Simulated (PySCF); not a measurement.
Compound: C₅H₈O₃S.
Atom-mapped SMILES: `[CH2:1]=[C:2]1[CH2:3][CH2:4][C@H:5]1[S:6](=[O:7])(=[O:8])[OH:9]` (hydrogens: H10, H11 on C1; H12, H13 on C3; H14, H15 on C4; H16 on C5; H17 on O9)

The same species was optimised twice, with GFN2-xTB and with PBE0-D3(BJ)/def2-SVP (PySCF), and the same property calculations (PySCF, gas phase) were run on both structures.

```csv
coordinate,GFN2-xTB,PBE0-D3(BJ)/def2-SVP,change
S6=O8 (Å),1.424,1.447,+0.023
S6=O7 (Å),1.432,1.454,+0.022
C2–C5 (Å),1.495,1.515,+0.020
C5–S6 (Å),1.807,1.788,-0.019
C4–C5 (Å),1.527,1.544,+0.017
C1=C2 (Å),1.316,1.329,+0.013
C3–C4 (Å),1.541,1.548,+0.007
C2–C3 (Å),1.506,1.512,+0.006
S6–O9 (Å),1.627,1.630,+0.003
C4–C5–S6 (°),108.8,113.9,+5.1
O7–S6–O8 (°),119.0,122.1,+3.1
C2–C5–S6 (°),107.4,110.3,+2.9
C5–S6–O7 (°),110.9,108.8,-2.1
O8–S6–O9 (°),108.2,106.9,-1.3
C5–S6–O8 (°),110.3,109.1,-1.2
C1–C2–C5 (°),132.8,131.6,-1.2
C1–C2–C3 (°),135.4,136.5,+1.1
C4–C5–S6–O7 (°),179,174,-5
```

Rotational constants: A = 2410, B = 1288, C = 1062 MHz (GFN2-xTB) against A = 2364, B = 1248, C = 1027 MHz (PBE0-D3(BJ)/def2-SVP). Point groups within 0.08 Å: C1 and C1.

On the GFN2-xTB structure: HOMO (eV) -7.69 [PBE0/pcSseg-1]; LUMO (eV) -0.63 [PBE0/pcSseg-1]; dipole (D) 3.49 [PBE0/pcSseg-1]; GIAO shielding of C1 (ppm) 63.3 [PBE0/pcSseg-1]; GIAO shielding of C2 (ppm) 39.8 [PBE0/pcSseg-1]; GIAO shielding of C3 (ppm) 155.6 [PBE0/pcSseg-1]; GIAO shielding of C4 (ppm) 166.6 [PBE0/pcSseg-1]; GIAO shielding of C5 (ppm) 116.5 [PBE0/pcSseg-1]; GIAO shielding of S6 (ppm) 174.1 [PBE0/pcSseg-1]; GIAO shielding of O7 (ppm) 113.5 [PBE0/pcSseg-1]; GIAO shielding of O8 (ppm) 123.5 [PBE0/pcSseg-1].

What do these properties become on the PBE0-D3(BJ)/def2-SVP structure?

```
                                    property          level  on GFN2-xTB  on PBE0-D3(BJ)/def2-SVP  change
                                   HOMO (eV)  PBE0/pcSseg-1        -7.69                    -7.68   +0.01
                                   LUMO (eV)  PBE0/pcSseg-1        -0.63                    -0.66   -0.03
                                  dipole (D)  PBE0/pcSseg-1         3.49                     3.69   +0.20
energy, GFN2-xTB geometry as zero (kcal/mol)  PBE0/pcSseg-1          0.0                     -3.7    -3.7
                  GIAO shielding of C1 (ppm)  PBE0/pcSseg-1         63.3                     59.9    -3.4
                  GIAO shielding of C2 (ppm)  PBE0/pcSseg-1         39.8                     37.2    -2.6
                  GIAO shielding of C3 (ppm)  PBE0/pcSseg-1        155.6                    152.7    -2.9
                  GIAO shielding of C4 (ppm)  PBE0/pcSseg-1        166.6                    163.2    -3.4
                  GIAO shielding of C5 (ppm)  PBE0/pcSseg-1        116.5                    115.2    -1.3
                  GIAO shielding of S6 (ppm)  PBE0/pcSseg-1        174.1                    160.9   -13.2
                  GIAO shielding of O7 (ppm)  PBE0/pcSseg-1        113.5                     97.3   -16.2
                  GIAO shielding of O8 (ppm)  PBE0/pcSseg-1        123.5                    110.0   -13.5
```

The heavy atoms differ by 0.100 Å rms after alignment. Among bonds between heavy atoms S6=O7 and S6=O8 change most and about equally (+0.022 to +0.023 Å). Changes are differences of the printed values. Neither structure is proved a minimum here.

The values belong to the conformer `[CH2:1]=[C:2]1[CH2:3][CH2:4][C@H:5]1[S:6](=[O:7])(=[O:8])[OH:9]`: C4–C5–S6–O7 174°, H–O9–S6–C5 -109°.
